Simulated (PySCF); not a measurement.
C₂H₂Cl, SMILES [CH]=CCl, multiplicity 2.

Coordinates come from a PBE0-D3(BJ)/def2-TZVP optimisation. The isomer is the one that the SMILES or the coordinates give; other isomers of the formula were not compared.

Two levels are set side by side: PBE/def2-TZVPD (PySCF) and M06-2X/def2-TZVPD (PySCF). Same geometry, gas phase. Differences are taken from unrounded values.

| quantity | M06-2X | PBE | PBE minus M06-2X |
|---|---|---|---|
| α-spin orbital gap (eV) | 9.25 | 4.82 | -4.43 |
| β-spin orbital gap (eV) | 6.85 | 2.49 | -4.36 |
| dipole moment (D) | 1.02 | 0.83 | -0.19 |
| mean polarisability (bohr³) | 39.9 | 41.9 | 1.9 |

PBE's more diffuse valence density responds more strongly to a field. Differences between two approximate levels are no errors against the true value.

Rough cost on one machine, each run with all the roots and properties that it gave: M06-2X against PBE within a factor of 2.
